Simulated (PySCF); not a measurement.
Species: meta-tolunitrile, C8H7N.
Cartesian coordinates in Å at the PBE0-D3(BJ)/def2-SVP level; atoms count from 1:
```
atom  x, y, z in Å
C1    -2.5486   -0.7054   -0.1234
C2    -1.1591   -0.1407   -0.0808
C3    -0.9390    1.2323   -0.2564
C4     0.3474    1.7656   -0.2459
C5     1.4492    0.9385   -0.0570
C6     1.2466   -0.4363    0.1234
C7     2.3694   -1.3031    0.3247
N8     3.2793   -2.0032    0.4870
C9    -0.0513   -0.9678    0.1117
H10   -2.5996   -1.6928    0.3562
H11   -3.2668   -0.0417    0.3801
H12   -2.8906   -0.8252   -1.1647
H13   -1.7958    1.8960   -0.4025
H14    0.4933    2.8393   -0.3834
H15    2.4619    1.3445   -0.0442
H16   -0.1885   -2.0417    0.2573
```

Level of theory: TDDFT B3LYP/def2-SVPD, vertical, gas phase, core orbitals frozen in the response in PySCF.

Transition dipole moments from the ground state, in atomic units and in the frame of the coordinates above (overall signs are arbitrary), for the states with f of 0.002 or more among the lowest 10:

```csv
state,E (eV),μx,μy,μz
S1,4.941,0.072,0.366,-0.045
S2,5.460,0.804,-0.764,0.152
S4,6.339,-1.631,-0.607,-0.049
S5,6.528,-1.083,1.278,-0.269
S8,6.977,-0.003,0.006,0.136
S10,7.170,-0.625,0.125,-0.066
```

Question: Work out the oscillator strengths.

Answer: f = (2/3) ΔE |μ|² with ΔE in hartree (27.2114 eV).

```tsv
state	|μ|² (au)	|μ| (D)	f
S1	0.141	0.96	0.017
S2	1.253	2.84	0.168
S4	3.032	4.43	0.471
S5	2.880	4.31	0.461
S8	0.019	0.35	0.003
S10	0.411	1.63	0.072
```

Question: Which bond between heavy atoms lies closest to the direction of the S4 transition dipole?

Answer: C1–C2, C6–C9 and C3–C4, at 2° from it; next C2–C9, C4–C5, C7–N8 and C6–C7 at 57°.

Question: What angle do the transition dipoles of S2 and S10 make?

Answer: |cos θ| = |μa·μb| / (|μa| |μb|) = 0.85, so θ ≈ 32° (taken between 0 and 90°, since the signs are arbitrary).

Question: How is the summed strength of these states shared among x, y and z?

Answer: (2/3) Σ ΔE μα² gives 0.757 for x, 0.416 for y and 0.019 for z, 1.192 in all.

The vertical ionisation energy (ΔSCF) is 9.34 eV, 2.17 eV above S10.
